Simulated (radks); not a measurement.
Values are calculated unless marked as measured or tabulated.
Removal energies from the terbium ion Tb+, [Xe] 4f(5/2: 6, 7/2: 3) 6s1, by Delta-SCF beside the eigenvalue of the level emptied. Code: a radial shooting solver on a logarithmic mesh with Libxc functionals. Model: Dirac Kohn-Sham, BLYP, spin-unpolarised, spherical densities, finite nucleus; Fermi nuclear charge, rms radius of each element as measured or else 0.836 A^(1/3) + 0.57 fm. Sub-shells are occupied by j as written (lower j first in brackets).

removed from                                      final configuration  Delta-SCF (eV)  -eigenvalue (eV)
6s1/2                                         [Xe] 4f(5/2: 6, 7/2: 3)          11.649             8.778
4f7/2                                     [Xe] 4f(5/2: 6, 7/2: 2) 6s1          16.434             8.714
4f5/2                                     [Xe] 4f(5/2: 5, 7/2: 3) 6s1          17.281             9.497
5p3/2         [Kr] 4d10 4f(5/2: 6, 7/2: 3) 5s2 5p(1/2: 2, 3/2: 3) 6s1          35.545            29.708
